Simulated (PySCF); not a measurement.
benzonitrile (C$_{7}$H$_{5}$N), singlet, geometry from GFN2-xTB; SVWN5/STO-3G (PySCF).

The PySCF input:
```python
from pyscf import gto, scf, dft

mol = gto.Mole()
mol.atom = '''
    N     3.11954950    0.55509879    0.02098944
    C     1.99092193    0.35426857    0.01339563
    C     0.59841258    0.10648271    0.00402633
    C    -0.29759092    1.17226289    0.09170135
    C    -1.65657157    0.92270395    0.08196575
    C    -2.12584534   -0.37827711   -0.01430344
    C    -1.23539287   -1.43730580   -0.10142392
    C     0.12626512   -1.20274894   -0.09285409
    H     0.07933305    2.18171727    0.16631022
    H    -2.35309519    1.74500709    0.14964731
    H    -3.18890940   -0.56744083   -0.02145612
    H    -1.60456936   -2.44924172   -0.17627588
    H     0.82920083   -2.02005096   -0.16019728
'''
mol.basis = 'sto-3g'
mol.verbose = 4
mol.build()

mf = dft.RKS(mol)
mf.xc = 'lda,vwn'
mf.grids.becke_scheme = dft.gen_grid.stratmann
mf.kernel()
```

It wrote (shortened):

```
PySCF version 2.14.0

[INPUT] verbose = 4
[INPUT] num. atoms = 13
[INPUT] num. electrons = 54
[INPUT] charge = 0
[INPUT] spin (= nelec alpha-beta = 2S) = 0
[INPUT] symmetry False subgroup None
[INPUT] Mole.unit = angstrom
[INPUT] Symbol           X                Y                Z      unit          X                Y                Z       unit  Magmom
[...]
nuclear repulsion = 301.874774978113
number of shells = 29
number of NR pGTOs = 135
number of NR cGTOs = 45
basis = sto-3g
ecp = {}

******** <class 'pyscf.dft.rks.RKS'> ********
method = RKS
initial guess = minao
damping factor = 0
level_shift factor = 0
DIIS = <class 'pyscf.scf.diis.CDIIS'>
diis_start_cycle = 1
diis_space = 8
diis_damp = 0
SCF conv_tol = 1e-09
SCF conv_tol_grad = None
SCF max_cycles = 50
direct_scf = True
direct_scf_tol = 1e-13
XC library pyscf.dft.libxc version 7.1.2
    S. Lehtola, C. Steigemann, M. J. T. Oliveira, and M. A. L. Marques,  SoftwareX 7, 1–5 (2018)
XC functionals = lda,vwn
    P. A. M. Dirac,  Math. Proc. Cambridge Philos. Soc. 26, 376 (1930)
    F. Bloch,  Z. Phys. 57, 545 (1929)
    S. H. Vosko, L. Wilk, and M. Nusair,  Can. J. Phys. 58, 1200 (1980)
radial grids:
    Treutler-Ahlrichs [JCP 102, 346 (1995); DOI:10.1063/1.469408] (M4) radial grids

becke partition: Stratmann, Scuseria, Frisch. CPL, 257, 213 (1996); DOI:10.1016/0009-2614(96)00600-8
pruning grids: <function nwchem_prune>
grids dens level: 3
symmetrized grids: False
atomic radii adjust function: <function treutler_atomic_radii_adjust>
small_rho_cutoff = 0
Set gradient conv threshold to 3.16228e-05
Initial guess from minao.
tot grids = 161768
init E= -318.874114466038
[...]
cycle= 1 E= -317.47088888587  delta_E=  1.4  |g|= 0.453  |ddm|= 5.56
[...]
cycle= 2 E= -317.045904251805  delta_E= 0.425  |g|= 1.29  |ddm|= 1.81
[...]
cycle= 3 E= -317.525350469361  delta_E= -0.479  |g|= 0.104  |ddm|=  1.4
[...]
cycle= 4 E= -317.528443529802  delta_E= -0.00309  |g|= 0.0304  |ddm|= 0.148
[...]
cycle= 5 E= -317.528611847394  delta_E= -0.000168  |g|= 0.019  |ddm|= 0.0565
[...]
cycle= 6 E= -317.528725442774  delta_E= -0.000114  |g|= 0.00472  |ddm|= 0.0276
[...]
cycle= 7 E= -317.528733257522  delta_E= -7.81e-06  |g|= 0.00164  |ddm|= 0.00832
[...]
cycle= 8 E= -317.528734049993  delta_E= -7.92e-07  |g|= 0.000537  |ddm|= 0.00238
[...]
cycle= 9 E= -317.528734119157  delta_E= -6.92e-08  |g|= 0.000182  |ddm|= 0.000657
[...]
cycle= 10 E= -317.528734128816  delta_E= -9.66e-09  |g|= 3.3e-05  |ddm|= 0.000235
[...]
cycle= 11 E= -317.528734129151  delta_E= -3.35e-10  |g|= 1.62e-06  |ddm|= 4.14e-05
[...]
Extra cycle  E= -317.52873412915  delta_E= 1.25e-12  |g|= 2.83e-06  |ddm|= 7.14e-06
converged SCF energy = -317.52873412915
```
